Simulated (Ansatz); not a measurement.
Start from `F[SiH](S)[GaH2]` and change one element to get `F[SiH]([GaH2])[SeH]`.

Ansatz, PBE0-D4/def2-TZVP geometries, multiplicity 1. Each molecule was computed in one conformer, which needn't be the lowest.

Scalar relativity is left out up to krypton. Spin–orbit coupling is left out; it splits and shifts lone-pair levels of the heavy atoms by tenths of an eV.

```tsv
property	`F[SiH](S)[GaH2]`
size of the dipole moment (PBE/def2-TZVPP) / D	1.14
size of the dipole moment (B3LYP/def2-TZVPP) / D	1.26
ideal-gas entropy at 298 K and 1 bar (rigid rotor, harmonic PBE0-D4/def2-TZVP) / J/(mol·K)	367
HOMO energy (ωB97M-V/def2-TZVPP) / eV	-9.49
LUMO energy (PBE0/def2-TZVPP) / eV	-2.37
LUMO energy (PBE/def2-TZVPP) / eV	-3.13
```

What does the change do to each property? (An estimate is asked.)

The calculation gave: 
```tsv
property	`F[SiH]([GaH2])[SeH]`	shift
size of the dipole moment (PBE/def2-TZVPP) / D	0.89	-0.25
size of the dipole moment (B3LYP/def2-TZVPP) / D	1.06	-0.20
ideal-gas entropy at 298 K and 1 bar (rigid rotor, harmonic PBE0-D4/def2-TZVP) / J/(mol·K)	381	14
HOMO energy (ωB97M-V/def2-TZVPP) / eV	-9.28	0.21
LUMO energy (PBE0/def2-TZVPP) / eV	-2.26	0.11
LUMO energy (PBE/def2-TZVPP) / eV	-3.01	0.12
```

With PBE0 the HOMO rises by 0.21 eV and the LUMO rises by 0.11 eV, so the gap narrows by about 0.10 eV. PBE moves the HOMO by 0.15 eV and ωB97M-V by 0.21 eV. Dipoles are sizes alone; their direction can turn. Modes under 60 cm⁻¹, often nearly free rotors, make the harmonic entropy too high.

B3LYP here is the variant with VWN-RPA as its local correlation; programs differ in this.
